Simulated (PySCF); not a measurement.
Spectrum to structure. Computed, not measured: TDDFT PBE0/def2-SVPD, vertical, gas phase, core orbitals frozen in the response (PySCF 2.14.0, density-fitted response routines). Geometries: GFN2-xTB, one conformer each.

```csv
state,E (eV),f
S1,4.81,0.0019
S2,5.74,0.0000
S3,6.96,0.0000
S4,7.49,0.0074
S5,7.72,0.176
S6,7.88,0.0005
S7,8.17,0.041
S8,8.58,0.0000
```

Triplets computed (Tamm–Dancoff): 4.30, 5.14, 5.89 eV.

**Question.** Which structure fits?
A. `O=C(O)[C@@H]1CO1`
B. `FC([SiH3])([SiH3])CO[SiH3]`
C. `N#CC1=NC1`
D. `CC(=O)OC=O`

**Answer.** D. Its S1 lies at 4.81 eV; the nearest of the others has S1 at 5.58 eV. S1 is HOMO→LUMO (96%). Löwdin shares by element: HOMO oxygen 76%, carbon 7% or more (atoms not listed hold the other 17%); LUMO carbon 42% or more, oxygen 38% or more (atoms not listed hold the other 20%). At the same level the other candidates give, for their lowest levels:
- `N#CC1=NC1`: 4.04 eV (f 0.000); 5.64 eV (f 0.072); 6.19 eV (f 0.000); 7.03 eV (f 0.006); 7.07 eV (f 0.009); T1 3.37 eV; HOMO -8.75, LUMO -2.82 eV
- `FC([SiH3])([SiH3])CO[SiH3]`: 6.57 eV (f 0.010); 6.87 eV (f 0.042); 7.08 eV (f 0.011); 7.26 eV (f 0.004); 7.48 eV (f 0.028); T1 6.21 eV; HOMO -7.89, LUMO -0.20 eV
- `O=C(O)[C@@H]1CO1`: 5.58 eV (f 0.000); 6.67 eV (f 0.009); 7.40 eV (f 0.076); 7.85 eV (f 0.180); 8.11 eV (f 0.017); T1 5.04 eV; HOMO -8.27, LUMO -0.57 eV

The values belong to the conformer `[CH3:1][C:2](=[O:3])[O:4][CH:5]=[O:6]`: C1–C2–O4–C5 180°, C2–O4–C5–O6 0°.
